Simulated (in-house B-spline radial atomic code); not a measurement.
Ionisation energies along the 3-electron series, configuration [He] 2s1, as differences of self-consistent energies. Dirac energy differences include first-order Breit, QED and recoil terms. NIST's values go from ground level to ground level; the uncertainty of those that are theory runs from under 0.1 % in few-electron ions to several per cent in heavy many-electron ones. Computed with a B-spline radial code for spherical atoms: Dirac-Hartree-Fock, average of the configuration, finite nuclei.

```
  ion  configuration after  ionisation energy (eV)  IE/(q+1)² (eV)  -ε less Coulomb ΔSCF (eV)  Breit and QED recoil part (eV)  tabulated value (eV)  computed minus tabulated (eV)
Tc40+                  1s2                  6008.2          3.5742                   0.013476                         -5.5531              6008.391                              0
Ru41+                  1s2                  6311.5          3.5779                   0.013674                         -5.9977              6311.721                              0
Rh42+                  1s2                  6623.0          3.5819                   0.013876                         -6.4688              6623.262                              0
Pd43+                  1s2                  6942.9          3.5862                   0.014084                         -6.9652              6943.097                              0
Ag44+                  1s2                       ?               ?                          ?                               ?                     ?                              ?
Cd45+                  1s2                  7607.7          3.5953                   0.014517                         -8.0395               7607.95                              0
In46+                  1s2                       ?               ?                          ?                               ?                     ?                              ?
Sn47+                  1s2                  8306.7          3.6053                   0.014975                         -9.2306               8306.95                              0
Sb48+                  1s2                       ?               ?                          ?                               ?                     ?                              ?
Te49+                  1s2                  9040.6          3.6162                   0.015462                         -10.545               9040.83                              0
 I50+                  1s2                  9420.8           3.622                   0.015717                         -11.254                9421.1                              0
Xe51+                  1s2                  9810.1           3.628                    0.01598                         -11.995               9810.37                              0
Cs52+                  1s2                 10208.5          3.6342                   0.016251                         -12.773              10208.78                              0
```

**Question.** Fill in the row of Ag44+.

**Answer.** ionisation energy (eV): 7271.0; IE/(q+1)² (eV): 3.5906; -ε less Coulomb ΔSCF (eV): 0.014297; Breit and QED recoil part (eV): -7.4894; tabulated value (eV): 7271.298; computed minus tabulated (eV): 0.

**Question.** Fill in the row of In46+.

**Answer.** ionisation energy (eV): 7952.9; IE/(q+1)² (eV): 3.6002; -ε less Coulomb ΔSCF (eV): 0.014742; Breit and QED recoil part (eV): -8.6207; tabulated value (eV): 7953.14; computed minus tabulated (eV): 0.

**Question.** Fill in the row of Sb48+.

**Answer.** ionisation energy (eV): 8669.2; IE/(q+1)² (eV): 3.6107; -ε less Coulomb ΔSCF (eV): 0.015215; Breit and QED recoil part (eV): -9.8728; tabulated value (eV): 8669.48; computed minus tabulated (eV): 0.
